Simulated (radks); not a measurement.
Polarisabilities and homonuclear dispersion coefficients (atomic units). Level of theory: scalar-relativistic Kohn-Sham, LDA (Slater exchange, Perdew-Wang correlation), spin-polarised, spherical densities, finite nucleus; open shells are filled with parallel spins first (spin-orbit coupling, left out, can overturn this in heavy ions); Fermi nuclear charge, rms radius of each element as measured or else 0.836 A^(1/3) + 0.57 fm (a radial shooting solver on a logarithmic mesh with Libxc functionals). Response by self-consistent Sternheimer equations with the Hartree and adiabatic LDA kernel, the relativistic mass of each level held fixed and spin-orbit coupling left out. For heavy and open-shell atoms this level of theory can miss by tens of per cent. "Uncoupled" leaves out the induced potential. Quadrupole and octupole values are given only where no p, d or f shell is open.

species	configuration	alpha1 (bohr^3)	alpha1, uncoupled	alpha2 (bohr^5)	alpha3 (bohr^7)	C6	C8	recommended alpha1
Pm	[Xe] 4f5 6s2	181.3	359.4	-	-	2938	-	200 +/- 20
Ca+	[Ar] 4s1	67.69	84.51	1784	8929	463.1	32310	-
Cl	[Ne] 3s2 3p5	15.84	23.76	-	-	100.8	-	14.6 +/- 0.1
Ar+	[Ne] 3s2 3p5	7.093	11.09	-	-	32.07	-	-
Rh	[Kr] 4d8 5s1	51.34	86.70	-	-	453.6	-	66 +/- 10

Recommended values: Schwerdtfeger and Nagle, table of static dipole polarisabilities (2023 update), measured or computed.
